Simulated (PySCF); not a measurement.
Isomers of C6H10ClFO, one GFN2-xTB conformer each. Single-point energies are computed at PBE0/pcSseg-1 (PySCF, gas phase, no added dispersion term), electronic only.

```csv
SMILES,GFN2-xTB relative energy (kcal/mol)
CO[C@@H]1[C@H](Cl)CC[C@@H]1F,3.5
CC(C)C[C@H](F)C(=O)Cl,4.8
CCC[C@@](C)(F)C(=O)Cl,2.1
CC[C@@](C)(CF)C(=O)Cl,0.0
```

Conformers: `[CH3:1][O:2][C@@H:3]1[C@H:4]([Cl:5])[CH2:6][CH2:7][C@@H:8]1[F:9]` with C1–O2–C3–C4 -159°, O2–C3–C4–Cl5 49°, C3–C4–C6–C7 -37°, C4–C6–C7–C8 13°, C6–C7–C8–F9 138°; `[CH3:1][CH:2]([CH3:3])[CH2:4][C@H:5]([F:6])[C:7](=[O:8])[Cl:9]` with C1–C2–C4–C5 -70°, C2–C4–C5–F6 -62°, C4–C5–C7–O8 -81°; `[CH3:1][CH2:2][CH2:3][C@@:4]([CH3:5])([F:6])[C:7](=[O:8])[Cl:9]` with C1–C2–C3–C4 179°, C2–C3–C4–C5 -178°, C3–C4–C7–O8 59°; `[CH3:1][CH2:2][C@@:3]([CH3:4])([CH2:5][F:6])[C:7](=[O:8])[Cl:9]` with C1–C2–C3–C4 177°, C2–C3–C5–F6 -55°, C2–C3–C7–O8 -122°.

Problem. What does PBE0/pcSseg-1 give for the same structures?

Solution. 
```
                      SMILES  PBE0/pcSseg-1 E (Eh)  PBE0/pcSseg-1 (kcal/mol)  GFN2-xTB (kcal/mol)  point group
       CCC[C@@](C)(F)C(=O)Cl            -869.26773                       0.0                  2.1           C1
       CC[C@@](C)(CF)C(=O)Cl            -869.26427                       2.2                  0.0           C1
       CC(C)C[C@H](F)C(=O)Cl            -869.26145                       3.9                  4.8           C1
CO[C@@H]1[C@H](Cl)CC[C@@H]1F            -869.23804                      18.6                  3.5           C1
```

GFN2-xTB puts CC[C@@](C)(CF)C(=O)Cl lowest instead; measured from each level's own lowest isomer, the values differ by up to 15.1 kcal/mol (CO[C@@H]1[C@H](Cl)CC[C@@H]1F: 3.5 against 18.6). As drawn, the lowest has a C=O bond, which the highest lacks. Neighbours under 2.5 kcal/mol apart (CCC[C@@](C)(F)C(=O)Cl and CC[C@@](C)(CF)C(=O)Cl; CC[C@@](C)(CF)C(=O)Cl and CC(C)C[C@H](F)C(=O)Cl) can change places with a better method, another conformer or zero-point energy.

Problem. Which frontier levels, dipoles and rotational constants go with these structures?

Solution. 
```json
{"SMILES": "CCC[C@@](C)(F)C(=O)Cl", "HOMO (eV, PBE0/pcSseg-1)": "-8.51", "LUMO (eV)": "-1.26", "dipole (D)": "2.49", "A, B, C (MHz)": "1710, 954.8, 845.8"}
{"SMILES": "CC[C@@](C)(CF)C(=O)Cl", "HOMO (eV, PBE0/pcSseg-1)": "-8.56", "LUMO (eV)": "-1.18", "dipole (D)": "1.58", "A, B, C (MHz)": "1935, 971.9, 905.3"}
{"SMILES": "CC(C)C[C@H](F)C(=O)Cl", "HOMO (eV, PBE0/pcSseg-1)": "-8.60", "LUMO (eV)": "-1.33", "dipole (D)": "2.83", "A, B, C (MHz)": "2520, 671.0, 640.5"}
{"SMILES": "CO[C@@H]1[C@H](Cl)CC[C@@H]1F", "HOMO (eV, PBE0/pcSseg-1)": "-7.47", "LUMO (eV)": "0.83", "dipole (D)": "1.94", "A, B, C (MHz)": "1987, 1110, 800.0"}
```

Problem. As an exercise, what shares would exp(−E/RT) give at 1000 K from these electronic energies alone (no entropy, no degeneracies)?

Solution. RT = 1.987 kcal/mol: CCC[C@@](C)(F)C(=O)Cl 67.9 %, CC[C@@](C)(CF)C(=O)Cl 22.7 %, CC(C)C[C@H](F)C(=O)Cl 9.3 %, CO[C@@H]1[C@H](Cl)CC[C@@H]1F under 0.1 %.
